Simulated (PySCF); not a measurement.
A calculated (PBEsol, PySCF 2.14, aug-cc-pwCVQZ-X2C, scalar relativity by spin-free X2C-1e) atom or ion has these occupied shells.

```csv
shell,electrons,orbital energy (eV),"rms radius, mean of both spins (bohr)"
1s β,1,-3944.6,0.0889
1s α,1,-3944.6,0.0889
2s α,1,-416.22,0.397
2s β,1,-416.11,0.397
2p α,3,-337.01,0.365
2p β,3,-336.92,0.365
3s α,1,-50.182,1.25
3s β,1,-49.683,1.25
3p α,3,-31.371,1.40
3p β,3,-30.836,1.40
3d α,1,-6.310,2.75
```

Task: Name the element and its charge.

Result: Ca⁺ (calcium, charge +1), in [Ar] 3d1, 2D determinant (an excited configuration).
